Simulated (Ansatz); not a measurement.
ClH₂MoNS₂ (`[NH2][Mo](=[S])(=[S])[Cl]`). The species carries charge 0 and has multiplicity 1. Mo: def2 effective core potential. The structure was optimised at the PBE0-D4/def2-TZVP level. It is one conformer, not always the lowest.

```xyz
7

N     0.847    0.589    0.657
Mo   -0.466   -0.319   -0.369
S    -2.264   -0.299    0.705
S     0.190   -2.284   -0.678
Cl   -0.750    0.712   -2.353
H     0.625    1.284    1.356
H     1.819    0.317    0.683
```

What is the dipole moment at ωB97M-V/def2-TZVPP? (An estimate is asked.)

Computed: 3.38 D, with components (2.28, 1.38, 2.07) D in this frame, pointing from negative to positive charge.

And with PBE, r2SCAN, B3LYP? (An estimate is asked.)

Computed: PBE 3.40 D, r2SCAN 3.48 D, B3LYP 3.38 D.

Give the Mulliken charges with ωB97M-V, PBE, B3LYP in def2-TZVPP. (Estimate.)

Computed: 
| atom | ωB97M-V | PBE | B3LYP |
| --- | --- | --- | --- |
| N1 | -0.40 | -0.44 | -0.47 |
| Mo2 | 0.77 | 0.89 | 0.99 |
| S3 | -0.22 | -0.29 | -0.30 |
| S4 | -0.22 | -0.29 | -0.30 |
| Cl5 | -0.25 | -0.26 | -0.29 |
| H6 | 0.16 | 0.20 | 0.18 |
| H7 | 0.16 | 0.20 | 0.18 |

B3LYP here is the variant with VWN-RPA as its local correlation; programs differ in this.
